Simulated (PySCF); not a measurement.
# NMR problem set

Theoretical values (PySCF 2.14.0 with density-fitted response routines): geometry: GFN2-xTB, GIAO PBE0/pcSseg-1 shieldings. Equivalent nuclei averaged, non-relativistic Hamiltonian, one computed conformer, no solvent model.

Referencing at the same level of theory: $^{1}$H (31.72 ppm), $^{13}$C (186.93 ppm) vs TMS. Splittings of carbon signals by F and P are missing where no couplings were computed. Where no couplings were computed, multiplicities follow the n + 1 count of equivalent neighbours, and m marks all less simple cases (inequivalent or close neighbours, rings, F or P nearby). Shifts are as computed. Against solution values, carbons near 30 ppm lie about +3 ppm off and those near 130 ppm about +5 ppm. Of 1211 compounds with measured shifts, 218 miss one by over three times the rms of a fit or turn the order of signals round; such compounds aren't used in these exercises.

Problem. C₆H₁₀OSi. $^{1}$H NMR (400 MHz, computed): δ 6.70 (m, 1H), 6.62 (m, 1H), 6.34 (m, 1H), 6.30 (d, 1H), 5.51 (m, 1H), 5.46 (m, 1H), 5.37 (m, 1H), 5.32 (s, 3H). $^{13}$C{$^{1}$H} NMR (computed): δ 149.4 (CH), 145.9 (CH), 137.9 (CH), 132.2 (CH), 123.0 (CH2), 116.7 (CH). Give a structure.

Solution. SMILES C=C/C=C/C=C\O[SiH3]. Rings plus π bonds: 3 (no ring in the answer). 6 carbon signals for 6 carbons: no two carbons are equivalent. Carbon types of the structure: 5 × CH, 1 × CH2, leaving 3 H on heteroatoms. δC 149.4: alkene carbon bearing oxygen; an sp2 carbon further deshielded by the attached heteroatom. δC 145.9, 137.9, 132.2: alkene CH; the olefinic region. δC 123.0: terminal =CH2 carbon; an sp2 carbon of a C=C bond. δC 116.7: β carbon of an enol-ether or enamine type C=C.

The data come from this structure; uniqueness wasn't tested.

Problem. C₄H₁₀O₂P₂. $^{1}$H NMR (400 MHz, computed): δ 4.31 (m, 2H), 4.20 (m, 2H), 2.72 (m, 2H), 1.68 (m, 2H), 1.59 (m, 2H). $^{13}$C{$^{1}$H} NMR (computed): δ 67.0 (CH2), 37.3 (CH2). Identify the compound.

Solution. SMILES O=P1(P)CCOCC1. 2 carbon signals for 4 carbons: some carbons are equivalent by symmetry or fast rotation. Carbon types of the structure: 4 × CH2, leaving 2 H on heteroatoms. δC 67.0: sp3 CH2 bonded to O; the inductive effect lowers its shielding. δC 37.3: sp3 CH2 bonded to P. δH 4.31, 4.20: hydrogen on an sp3 CH2 bonded to O; its carbon carries O, hence the downfield position. δH 2.72: hydrogen on a phosphorus bonded to P.

The data come from this structure; uniqueness wasn't tested.
